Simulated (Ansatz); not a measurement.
In2Se3⁻, relaxed as a doublet with UKS PBE-D4/def2-SVPD in Ansatz, starting from the GFN1-xTB geometry. Force threshold 0.02 eV/Å.

In the def2 sets In takes a core potential; there is no spin–orbit coupling. The relaxation made no stability test and no search for a lower SCF solution. Another isomer (doublet) lies 0.42 eV lower at PBE0-D4/def2-TZVPD; other spin states weren't run for this one.

Start:

```xyz
5

In    0.243   -0.897   -1.193
In   -0.716    0.999    0.911
Se    0.499    2.175   -0.965
Se   -2.505   -0.385    1.824
Se    2.479   -1.892   -0.577
```

```
         step   energy (eV)  largest force component (eV/Å)  SCF passes
            1  -206350.0071                           0.611          22
            2  -206350.2031                           0.287          29
            3  -206350.3310                           0.355          28
            4  -206350.4053                           0.143          28
            5  -206350.4394                           0.171          28
            6  -206350.4596                           0.130          23
            7  -206350.4780                           0.194          28
            8  -206350.4940                           0.358          28
            9  -206350.5127                           0.435          28
           10  -206350.5415                           0.295          29
           11  -206350.5722                           0.100          29
           12  -206350.5903                           0.137          29
           13  -206350.6047                           0.260          29
           14  -206350.6188                           0.207          23
           15  -206350.6302                           0.109          28
16 (rejected)  -206350.6278                           0.191          28
           17  -206350.6370                           0.048          24
           18  -206350.6381                           0.076          24
           19  -206350.6389                           0.010          24
```

Force components are those of the run's own axes.

End:

Cartesian coordinates in Å:
```
In 1.136 -0.607 -0.700
In -1.177 0.463 0.762
Se 0.409 1.943 -0.732
Se -3.122 0.408 2.198
Se 2.753 -2.207 -1.527
```

By distances, no bond broke or formed. The bond that changes most is In1–Se3, from 3.09 to 2.65 Å (atoms count from 1).

No frequencies were taken in this run, so the end may be a saddle point.

It took 88 s on 4 threads of Arm Neoverse V2 on a shared host.
